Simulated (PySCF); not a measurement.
Here is a computed PBE0-D3(BJ)/def2-SVP geometry (Å):
```
atom  x, y, z in Å
N1     2.3089    1.2578   -0.1927
C2     1.6975    0.2905    0.0100
Se3    0.7683   -1.2492    0.3238
C4    -0.9933   -0.4948    0.4046
C5    -2.0245   -1.3881    0.7047
C6    -3.3375   -0.9348    0.7770
C7    -3.6126    0.4136    0.5515
Cl8   -5.2427    0.9814    0.6405
C9    -2.5845    1.3070    0.2545
C10   -1.2704    0.8530    0.1795
H11   -1.8155   -2.4459    0.8859
H12   -4.1502   -1.6244    1.0098
H13   -2.8143    2.3595    0.0809
H14   -0.4693    1.5577   -0.0538
```

Charge 0, singlet.

(1) Read off the bonds between heavy atoms and their formal orders.

(2) Which species is it?

(3) Which rings does it hold (smallest set)?

(4) Classify the heavy atoms.

(5) What is the arrangement about C6?

(6) What is the arrangement about C5?

## Answers

(1) N1–C2 1.16 Å (triple); C2–Se3 1.83 Å (single); Se3–C4 1.92 Å (single); C4–C5 1.40 Å (aromatic); C5–C6 1.39 Å (aromatic); C6–C7 1.39 Å (aromatic); C7–Cl8 1.73 Å (single); C7–C9 1.39 Å (aromatic); C9–C10 1.39 Å (aromatic); C4–C10 1.39 Å (aromatic). Bonds to hydrogen (Å): C5–H11 1.09; C6–H12 1.09; C9–H13 1.09; C10–H14 1.09.

(2) `N#C[Se]c1ccc(Cl)cc1`, C7H4ClNSe. Among its features: cyano group on a heteroatom, benzene ring, C–Cl bond and selenium bound to carbon.

(3) C4–C5–C6–C7–C9–C10 (6 members, 0.00 Å rms from planarity).

(4) N1: cyano nitrogen; C2: cyano carbon; Se3: selenium bonded to 2 C; C4: substituted aromatic carbon; C5/C10: aromatic CH carbon; C6/C9: aromatic CH carbon; C7: aromatic C–Cl carbon; Cl8: aryl chlorine.

(5) It has 3 neighbours (C5, C7, H12) and is planar (angles 120.5°, 119.9° and 119.5°, sum 360.0°, 0.00 Å off the plane of its three neighbours).

(6) It has 3 neighbours (C4, C6, H11) and is planar (angles 120.9°, 120.0° and 119.2°, sum 360.0°, 0.00 Å off the plane of its three neighbours).
